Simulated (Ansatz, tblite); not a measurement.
Forces on Mg8O8 (started as a model of: 2x2x4 MgO rock-salt block) at its r2SCAN-D4/def2-SVP geometry. The state is a singlet with charge 0.

The xTB rows come from tblite.

GFN2-xTB (tblite), largest force 0.65 eV/Å:

```xyz
16
positions Å, forces eV/Å
Mg   -2.041    1.695    1.725    0.016   -0.167   -0.210
O    -1.721    0.491    0.250    0.310    0.005    0.075
Mg   -1.125   -0.704   -1.151    0.410    0.263    0.428
O    -0.563   -1.920   -2.587    0.110    0.165    0.236
O    -0.996    0.701    3.035    0.092   -0.007   -0.294
Mg   -0.463   -0.537    1.607    0.172    0.192   -0.595
O     0.057   -1.792    0.228    0.035    0.265   -0.174
Mg    0.611   -2.813   -1.315   -0.080    0.117    0.229
O    -0.611    2.944    1.287    0.042   -0.298   -0.067
Mg   -0.071    1.747   -0.173    0.028   -0.645    0.057
O     0.468    0.603   -1.639   -0.050   -0.232    0.214
Mg    0.964   -0.756   -2.918   -0.064    0.208    0.157
Mg    0.466    1.874    2.507    0.128   -0.159   -0.175
O     1.197    0.699    1.160   -0.296   -0.038   -0.114
Mg    1.658   -0.505   -0.283   -0.610    0.190    0.110
O     2.171   -1.725   -1.735   -0.245    0.140    0.125
```

r2SCAN-D4/def2-SVP (Ansatz), largest force 0.01 eV/Å:

```
Mg -0.003 0.003 0.003
O 0.001 -0.001 -0.001
Mg 0.002 -0.004 -0.004
O -0.006 0.004 0.003
O 0.001 -0.007 -0.002
Mg -0.001 0.004 0.004
O -0.001 0.002 0.001
Mg 0.001 -0.004 -0.002
O 0.002 -0.001 -0.007
Mg -0.002 0.003 0.005
O -0.001 0.001 0.002
Mg 0.002 -0.002 -0.005
Mg 0.000 0.003 0.004
O 0.000 -0.001 -0.002
Mg 0.001 -0.004 -0.005
O 0.002 0.004 0.006
```

PBE0-D4/def2-SVP (Ansatz), largest force 0.14 eV/Å:

```
Mg 0.126 -0.054 -0.041
O -0.010 -0.003 -0.006
Mg 0.093 0.017 0.042
O 0.004 0.006 0.008
O 0.003 0.000 -0.010
Mg 0.018 0.070 -0.074
O -0.003 -0.007 0.009
Mg -0.013 0.142 0.009
O 0.001 -0.010 -0.002
Mg -0.009 -0.090 0.051
O 0.001 0.011 -0.005
Mg -0.041 -0.021 0.135
Mg -0.072 -0.068 -0.103
O 0.012 -0.001 0.001
Mg -0.102 0.003 -0.019
O -0.009 0.005 0.004
```
